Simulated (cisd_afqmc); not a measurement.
Input (AFQMC/CISD/def2-SVP; cisd_afqmc is a phaseless AFQMC code with CISD trial states that reads the integrals written by Ansatz):

Ansatz 0.2 input:
```python
import cisd_afqmc

open("ham.yaml", "w").write("""\
crystal:
  periodic: [false, false, false]
  atoms:
    - {symbol: Ca, position_ang: [-0.00000000, -0.00000000, -0.60863799]}
    - {symbol: F, position_ang: [0.00000000, 0.00000000, 1.35252886]}
basis:
  gaussian:
    orbitals: def2-SVP
magnetization: {spin_polarized: true, initial_magnetization: 1}
correlation: {method: ccsd, electrons: outside_noble_gas, hamiltonian_folder: ham}
""")
rep = cisd_afqmc.ansatz("ham.yaml")
e_ccsd = rep["correlation"]["coupled_cluster"]["energy"]["hartree"]
out = cisd_afqmc.run("ham", e_ccsd, trial="CISD", walkers=200, populations=8, threads=8, dt=0.005, steps=40, early=24, settle=10, least=32,
    cut=5e-5, rank_cut=2e-4, target=0.0004, seconds=1500, seed=1, memory=17280, gpu=False)
```

Output:

```
orbitals 28, occupied [5, 4], factors 125 of 405, rank of the doubles 108 of 211
E(HF) = -776.094393
E(CCSD) on the cut factors = -776.301001, shift to the whole factors 0.000005
Energy of the trial state on the determinant = -776.301079
  tau behind 7.2 of longer steps, mean of the populations' last blocks
   2.0  -776.30463
   4.0  -776.30434
   6.0  -776.30427
   8.0  -776.30446
blocks 301 (1 outliers left out), error by blocks joined: 1: 0.00012, 2: 0.00014, 4: 0.00017, 8: 0.00019, 16: 0.00020
E(AFQMC/CISD) = -776.30416 +/- 0.00020
```
